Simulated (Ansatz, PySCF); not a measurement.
HfH4, SMILES [HfH4], multiplicity 1.

Geometry optimised at B3LYP-D3(BJ)/def2-TZVPD. The spin state was assumed, not searched. The def2 effective core potentials stand for the cores of Hf; spin–orbit coupling is left out.

Vertical ionisation energy (IE) and electron affinity (EA) in eV. Rows of orbital energies are one-electron estimates. Where ΔSCF, EOM or ADC give a negative EA the extra electron is unbound and the value depends on the basis.

```json
[
 {"level": "−ε(HOMO), −ε(LUMO), B3LYP/def2-TZVPD (PySCF)", "IE": "8.26", "EA": "2.34"},
 {"level": "−ε(HOMO), −ε(LUMO), CAM-B3LYP/def2-TZVPD (PySCF)", "IE": "9.91", "EA": "0.93"},
 {"level": "−ε(HOMO), −ε(LUMO), PBE/def2-TZVPD (PySCF)", "IE": "7.12", "EA": "3.08"},
 {"level": "ΔSCF, ωB97X-V/def2-TZVPD (Ansatz), final states of multiplicity 2 and 2", "IE": "[?]", "EA": "[?]"},
 {"level": "ΔSCF, PBE/def2-TZVPD (Ansatz), final states of multiplicity 2 and 2", "IE": "10.25", "EA": "0.22"}
]
```

Task: Complete the blanks. (An estimate is asked for; the answer gives what the named calculation found.)

Result: 
- ΔSCF, ωB97X-V/def2-TZVPD (Ansatz, a quantum-chemistry and plane-wave program), final states of multiplicity 2 and 2, IE: 11.05
- ΔSCF, ωB97X-V/def2-TZVPD (Ansatz), final states of multiplicity 2 and 2, EA: 0.12

Task: What vertical singlet–triplet gap does ΔSCF give with ωB97X-V/def2-TZVPD (Ansatz) and with PBE/def2-TZVPD (Ansatz)? (An estimate is asked for; the answer gives what the named calculation found.)

Result: 4.56 and 3.68 eV (triplet above singlet where positive).
